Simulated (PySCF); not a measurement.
Species: Cu(AsH3)Br (singlet state).
Geometry (PBE0-D3(BJ)/def2-SVP, Å), atoms numbered from 1 in this order:
```
atom  x, y, z in Å
Cu1    0.0002    0.0132   -1.5238
As2    0.0079   -0.0196    0.7556
H3     0.8312   -1.0423    1.5012
H4    -1.2877   -0.2289    1.5020
H5     0.4762    1.1995    1.5132
Br6   -0.0278    0.0781   -3.7482
```

The closed-shell ground state was solved at several levels (PySCF, density fitting, gas phase). The calculation is non-relativistic and has no spin–orbit coupling, an omission that weighs most on arsenic and bromine.

```
                                                     level  basis functions  total energy (Eh)  HOMO (eV)  LUMO (eV)  gap (eV)  dipole (D)
                           B3LYP/pcSseg-1 (pcSseg-2 on Cu)              170         -6452.0964      -6.29      -0.99      5.30        7.71
PBE/pcJ-1 (pcSseg-1 on As, pcSseg-1 on Br, pcSseg-1 on Cu)              157         -6450.7992      -5.29      -1.55      3.74        7.31
                            PBE0/pcSseg-1 (pcSseg-2 on Cu)              170         -6451.1396      -6.58      -0.80      5.78        8.00
                                           B3LYP/def2-SVPD              137         -6451.7313      -6.57      -1.35      5.22        7.88
```

(1) Estimate the row for PBE/pcSseg-1 (pcSseg-2 on Cu), a basis of 170 functions; the other rows only guide the guess.

(2) Over all these levels, which gives the widest orbital gap and which the narrowest?

(3) In the pcSseg-1 (pcSseg-2 on Cu) basis, how does the gap go with the fixed share of exact exchange?

(4) How far do the dipole and the HOMO energy spread over the levels?

Results:

(1) Total energy -6451.0118 Eh, HOMO -5.38 eV, LUMO -1.58 eV, gap 3.80 eV, dipole 7.26 D.

(2) PBE0/pcSseg-1 (pcSseg-2 on Cu) (global hybrid, 25 % exact exchange) has the widest, 5.78 eV, and PBE/pcJ-1 (pcSseg-1 on As, pcSseg-1 on Br, pcSseg-1 on Cu) (GGA) the narrowest, 3.74 eV. Functional and basis both differ between the two, so the spread mixes both effects.

(3) PBE (0 %) 3.80 eV; B3LYP (20 %) 5.30 eV; PBE0 (25 %) 5.78 eV. Each rise in the share widens the gap here.

(4) The dipole runs from 7.26 to 8.00 D (mean 7.63 D) and the HOMO from -6.58 to -5.29 eV.
